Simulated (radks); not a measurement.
The numbers below are computed, except where a source is named.
As+, 32 electrons, occupied as [Ar] 3d10 4s2 4p2. Level of theory: scalar-relativistic Kohn-Sham, XLYP, spin-polarised, spherical densities, point nucleus; open shells are filled with parallel spins first (a radial shooting solver on a logarithmic mesh with Libxc functionals).

Normalised radial functions P(r) = r R(r), r in bohr:

r	3d up	4p up	5s up
0.003664	0.0000	0.0016	0.0192
0.004926	0.0001	0.0027	0.0245
0.006623	0.0002	0.0046	0.0308
0.008904	0.0004	0.0079	0.0378
0.01197	0.0008	0.0133	0.0449
0.0161	0.0019	0.0221	0.0509
0.02147	0.0042	0.0356	0.0538
0.02886	0.0094	0.0563	0.0508
0.0388	0.0204	0.0854	0.0381
0.05217	0.0431	0.1222	0.0130
0.07014	0.0874	0.1610	-0.0240
0.09431	0.1684	0.1875	-0.0645
0.1258	0.2993	0.1791	-0.0901
0.1691	0.4988	0.1100	-0.0787
0.2274	0.7527	-0.0276	-0.0157
0.3057	1.0088	-0.1960	0.0787
0.411	1.1783	-0.3069	0.1440
0.5525	1.1775	-0.2650	0.1144
0.737	1.0030	-0.0523	-0.0147
0.9908	0.7162	0.2711	-0.1805
1.332	0.4213	0.5692	-0.2668
1.791	0.1964	0.7159	-0.1843
2.408	0.0674	0.6519	0.0642
3.212	0.0161	0.4429	0.3461
4.318	0.0022	0.2127	0.5060
5.805	0.0001	0.0677	0.4451
7.805	0.0000	0.0122	0.2409
10.49	0.0000	0.0011	0.0801
14.11	0.0000	0.0000	0.0147

3d up: eigenvalue -50.225 eV, 0 radial nodes, <r> = 0.679 bohr, 90 % of the charge inside 1.14 bohr. 4p up: eigenvalue -13.838 eV, 2 radial nodes at r = 0.216, 0.776 bohr, <r> = 2.30 bohr, 90 % of the charge inside 3.49 bohr. 5s up (empty): eigenvalue -5.192 eV, 4 radial nodes at r = 0.0584, 0.240, 0.718, 2.26 bohr, <r> = 5.11 bohr, 90 % of the charge inside 7.39 bohr.
